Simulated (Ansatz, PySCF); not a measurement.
Dimer: GeH4 (SMILES [GeH4]) (first 5 atoms) with CH4S (SMILES CS); geometry from B3LYP-D3(BJ)/def2-TZVP, rigid monomers moved along the line of their centres of mass till Ge1···S7 is 3.37 Å.
(charge 0, multiplicity 1):
```xyz
11

Ge     0.0000     0.1343     0.1620
H     -1.5239     0.2853     0.2258
H      0.4184    -1.2362     0.7158
H      0.6810     1.2449     0.9731
H      0.4596     0.2324    -1.3049
C      1.0754    -0.2571     3.6201
S     -0.7356    -0.1848     3.4371
H      1.5454    -0.6564     2.7237
H      1.4064     0.7702     3.7616
H      1.3607    -0.8428     4.4913
H     -0.9367    -1.4993     3.2511
```

Counterpoise-corrected where a basis set is named; no monomer relaxation. Rows marked so take none.

Rows in 6-31G*, STO-3G carry no dispersion term and start afresh at each structure (6-31G* with six Cartesian d functions); the Pople sets are all-electron and without relativity.

Programs: Ansatz (Gaussian orbitals); PySCF for 6-31G* rows, STO-3G rows, the dispersion terms. Each number belongs to the level named beside it.

**Question.** One of these levels gives -8.6 kJ/mol for the interaction energy. Name it.
A. HF/STO-3G (no counterpoise)
B. M06-2X/6-31G* (no counterpoise)
C. PBE0-D4/def2-TZVPPD
D. B3LYP/6-31G* (no counterpoise)

**Answer.** B, M06-2X/6-31G* (no counterpoise). The others give 11.0 (HF/STO-3G (no counterpoise)), 9.2 (B3LYP/6-31G* (no counterpoise)), -4.8 (PBE0-D4/def2-TZVPPD)

Ansatz is an electronic-structure program.
